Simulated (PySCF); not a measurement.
C₂H₇NSi₂, SMILES N[SiH2]C#C[SiH3].

Geometry: ωB97X-D3(BJ)/def2-SVP. Other conformers were not sampled.

Computed with TDDFT-B3LYP/def2-SVPD in PySCF.

Vertical excitations. 

Computed UV-visible absorptions:
```json
[
 {"state": "S1", "energy (eV)": "5.42", "λ (nm)": "229", "f": "0.000", "main pairs": "HOMO−1→LUMO 81 %"},
 {"state": "S2", "energy (eV)": "5.55", "λ (nm)": "224", "f": "0.032", "main pairs": "HOMO→LUMO 66 %, HOMO−1→LUMO+1 27 %"},
 {"state": "S3", "energy (eV)": "5.61", "λ (nm)": "221", "f": "0.000", "main pairs": "HOMO→LUMO+1 62 %, HOMO−2→LUMO+1 21 %, HOMO−1→LUMO 15 %"},
 {"state": "S4", "energy (eV)": "5.89", "λ (nm)": "210", "f": "0.049", "main pairs": "HOMO−2→LUMO 53 %, HOMO→LUMO 23 %, HOMO−1→LUMO+1 20 %"},
 {"state": "S5", "energy (eV)": "6.23", "λ (nm)": "199", "f": "0.000", "main pairs": "HOMO−2→LUMO+1 71 %, HOMO→LUMO+1 27 %"},
 {"state": "S6", "energy (eV)": "6.75", "λ (nm)": "184", "f": "0.023", "main pairs": "HOMO→LUMO+2 79 %, HOMO→LUMO+3 12 %"},
 {"state": "S7", "energy (eV)": "7.04", "λ (nm)": "176", "f": "0.000", "main pairs": "HOMO−1→LUMO+2 97 %"},
 {"state": "S8", "energy (eV)": "7.16", "λ (nm)": "173", "f": "0.030", "main pairs": "HOMO→LUMO+3 43 %, HOMO−2→LUMO+2 38 %, HOMO→LUMO+4 7 %"},
 {"state": "S9", "energy (eV)": "7.23", "λ (nm)": "172", "f": "0.536", "main pairs": "HOMO−1→LUMO+1 24 %, HOMO−2→LUMO 23 %, HOMO→LUMO+3 14 %, HOMO−2→LUMO+2 10 %"},
 {"state": "S10", "energy (eV)": "7.44", "λ (nm)": "167", "f": "0.001", "main pairs": "HOMO−1→LUMO+3 78 %, HOMO−1→LUMO+4 16 %"},
 {"state": "T1", "energy (eV)": "4.55", "λ (nm)": "273", "f": "0", "main pairs": "HOMO−1→LUMO+1 33 %, HOMO→LUMO 29 %, HOMO−2→LUMO 28 %"},
 {"state": "T2", "energy (eV)": "4.92", "λ (nm)": "252", "f": "0", "main pairs": "HOMO−1→LUMO 57 %, HOMO−2→LUMO+1 18 %, HOMO→LUMO+1 17 %"},
 {"state": "T3", "energy (eV)": "4.92", "λ (nm)": "252", "f": "0", "main pairs": "HOMO−1→LUMO+1 60 %, HOMO→LUMO 22 %, HOMO−2→LUMO 11 %"},
 {"state": "T4", "energy (eV)": "5.46", "λ (nm)": "227", "f": "0", "main pairs": "HOMO→LUMO+1 43 %, HOMO−1→LUMO 35 %, HOMO−2→LUMO+1 19 %"}
]
```
Triplets are in the Tamm–Dancoff approximation, which puts them higher than full response would, so one can lie above its singlet here.
